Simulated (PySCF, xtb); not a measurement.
C2H8BiN, SMILES [BiH2][N](C)C.

GFN2-xTB in xtb at its own geometry gives an orbital gap of 5.04 eV and a dipole moment of 2.47 D.

The structure is a stationary point at B3LYP-D3(BJ)/def2-SVP. The structure was generated by enumeration; whether it is a known compound was not checked. The def2 effective core potentials stand for the cores of Bi; spin–orbit coupling is left out.

What does PBE/def2-TZVP in PySCF give? (An estimate is asked for; the answer gives what the named calculation found.)

gap 3.14 eV (levels -4.76 and -1.62 eV), dipole 0.99 D.
